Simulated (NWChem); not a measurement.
Species: C5H5 cation

```xyz
10

C     -0.9433    -0.1534     0.3769
C     -0.4110    -1.2681    -0.0871
C      0.9313    -0.6772    -0.0648
C      0.8709     0.7013    -0.0733
C     -0.5453     1.1983    -0.0264
H     -0.7504    -2.2891    -0.2689
H      1.8287    -1.2600     0.1709
H      1.7053     1.3413     0.2336
H     -1.0109     1.4541    -0.9940
H     -0.6739     2.0207     0.6931
```
Atoms are numbered in this order, from 1.

All runs use the structure optimised with PBE0/def2-SVP.

**Question.** Give the principal values of the shielding tensors (ppm) of C1, C2, C3, C4, C5 from BHandHLYP/pcSseg-1, GIAO (NWChem), with their diamagnetic and paramagnetic parts as GIAO splits them.

**Answer.** 
| atom | σ11 | σ22 | σ33 | isotropic | diamagnetic | paramagnetic |
|---|---|---|---|---|---|---|
| C1 | -341.7 | -44.9 | 41.7 | -115.0 | 253.3 | -368.2 |
| C2 | -82.9 | 71.2 | 155.3 | 47.9 | 253.3 | -205.4 |
| C3 | -75.8 | 24.4 | 219.7 | 56.1 | 251.7 | -195.5 |
| C4 | -90.5 | 1.9 | 204.7 | 38.7 | 251.7 | -213.0 |
| C5 | 87.1 | 119.8 | 178.9 | 128.6 | 248.4 | -119.8 |
